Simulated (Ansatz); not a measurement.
Isolated molecules relaxed with PBE0-D4/def2-TZVP in Ansatz; ΔE leaves out vibrations. CCSD(T)/CBS is the MP2 limit (def2-TZVPP, def2-QZVPP) plus CCSD(T) − MP2 in def2-TZVPP, frozen cores. This one scheme is used for every species. Elements past krypton have def2 core potentials. For Zr outer-core shells are correlated without core-valence functions, which leaves a few kJ/mol of doubt a bond. One conformer a species, not always the lowest.

Reaction (ligand exchange at a Zr–O bond): `[OH][Zr]12345678([F])([C@H]9[C@@H]1[C@@H]2[C@@H]3[C@H]94)[C@H]1[C@@H]5[C@@H]6[C@@H]7[C@H]18` + HCl → `[F][Zr]12345678([Cl])([C@H]9[C@@H]1[C@@H]2[C@@H]3[C@H]94)[C@H]1[C@@H]5[C@@H]6[C@@H]7[C@H]18` + H₂O

```csv
species,HF/CBS(def2) energy (Eh)
`[OH][Zr]12345678([F])([C@H]9[C@@H]1[C@@H]2[C@@H]3[C@H]94)[C@H]1[C@@H]5[C@@H]6[C@@H]7[C@H]18`,-606.34896
HCl,-460.11403
`[F][Zr]12345678([Cl])([C@H]9[C@@H]1[C@@H]2[C@@H]3[C@H]94)[C@H]1[C@@H]5[C@@H]6[C@@H]7[C@H]18`,-990.41983
H₂O,-76.06721
```

**Question.** Work out ΔE.

**Answer.** ΔE = (-990.41983) + (-76.06721) − (-606.34896) − (-460.11403) = -0.02405 Eh = -15.1 kcal/mol. CCSD(T)/CBS gives -15.2 kcal/mol.

Largest T1 diagnostic among the species: 0.013.

From PBE to PBE0 (25 % exact exchange), in def2-TZVPP and without D4, ΔE moves by −2.0 kcal/mol. The D4 term adds −1.3 kcal/mol with B3LYP and −0.7 kcal/mol with PBE0; it sums over pairs of atoms, weighted by their polarisabilities, and B3LYP, whose exchange is more repulsive, gets the larger term. Leaving LDA and LC-ωPBE aside and taking each functional with its dispersion term where it has one, the values, not all of them listed here, spread over 4.6 kcal/mol, from PBE-QIDH to BLYP-D4.

B3LYP here is the variant with VWN-RPA as its local correlation; programs differ in this.
